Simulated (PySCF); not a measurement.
BrPdN: one-bond stretch

Computed with PySCF, UPBE0, basis Pd def2-SVP with ECP28, N def2-SVP, Br def2-SVP (scalar-relativistic core potentials, no spin–orbit coupling, density fitting).

Rigid scan from the triplet minimum (Pd–Br 2.365 Å, Pd–N 1.746 Å; Br–Pd–N 110.6°). Coordinate: the bond from Pd to the last atom (Br) scaled, the rest fixed. Energies in kJ/mol from the minimum.

```
scale of one bond  E (kJ/mol)  dipole size (D)  ⟨S²⟩
             0.92        27.4             2.67  2.05
             0.96         5.9             2.92  2.05
             1.00         0.0             3.18  2.06
             1.05         6.8             3.50  2.07
             1.12        31.4             3.94  2.09
             1.20        68.4             4.35  2.13
             1.35       134.6             4.45  2.36
             1.55       189.4                –  2.66
             1.80       219.2                –  2.84
             2.20       233.5                –  2.96
```

Spin contamination is strong at 1.35, 1.55, 1.80, 2.20, so these points are less reliable.

Other spin states or occupations of the open shell can lie lower.

Other isomers or separated fragments may lie lower.

The scan took 22 s on 2 threads of a shared Arm Neoverse V2 host; the process peaked at 0.75 GiB.
